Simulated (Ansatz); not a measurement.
Cl₄Nb, SMILES `[Cl][Nb]([Cl])([Cl])[Cl]` radical, 5 atoms. The species carries charge 0 and has multiplicity 2. Correlated methods include outer-core shells of Nb, which these sets cover unevenly. Nb takes the def2 core potential. Hardware: A = 2 threads of an AMD EPYC 7R13 on a shared host and a share of an NVIDIA H100 80 GB; B = 2 threads of an AMD EPYC 7R13 on a shared host. Correlated methods freeze the cores. Open-shell runs search over several starts.

Give the basis size and wall time and peak host memory of each of these runs in Ansatz. UKS HSE06 (plane-wave form)-D4/def2-TZVPP energy [B]; UKS PBE0-D4/def2-TZVP frequencies [A]; UHF-CCSD(T)/def2-TZVPP energy [A]; UKS ωB97M-V/def2-SVP energy [B]; UKS PBE0-D4/def2-TZVPP energy [B]; UKS PBE0-D4/def2-TZVP relaxation (5 steps) [A]; UKS ωB97M-V/def2-QZVPP energy [A]; UKS PBE0-D4/def2-QZVPP energy [A]; UHF-CCSD(T)/def2-SVP energy [A]; UKS B3LYP-D4/def2-TZVPP energy and forces [B]; UKS revPBE-D4/def2-TZVPP energy [B]; direct RPA on PBE orbitals/def2-TZVPP energy [B]. (Best estimate.)

Ansatz gave: Other jobs shared the machine, so times are rough.

```csv
level,job,functions,wall time,peak host memory (GiB)
UHF-CCSD(T)/def2-SVP,energy [A],103,9 s,0.78
UKS ωB97M-V/def2-QZVPP,energy [A],361,19 s,1.2
UKS PBE0-D4/def2-QZVPP,energy [A],361,21 s,0.99
UKS revPBE-D4/def2-TZVPP,energy [B],224,27 s,0.77
UHF-CCSD(T)/def2-TZVPP,energy [A],224,37 s,0.82
UKS ωB97M-V/def2-SVP,energy [B],103,38 s,0.72
direct RPA on PBE orbitals/def2-TZVPP,energy [B],224,43 s,0.7
UKS PBE0-D4/def2-TZVP,relaxation (5 steps) [A],188,55 s,0.92
UKS PBE0-D4/def2-TZVPP,energy [B],224,61 s,1.6
UKS HSE06 (plane-wave form)-D4/def2-TZVPP,energy [B],224,69 s,1.6
UKS B3LYP-D4/def2-TZVPP,energy and forces [B],224,74 s,1.5
UKS PBE0-D4/def2-TZVP,frequencies [A],188,80 s,0.9
```

B3LYP here is the variant with VWN-RPA as its local correlation; programs differ in this.
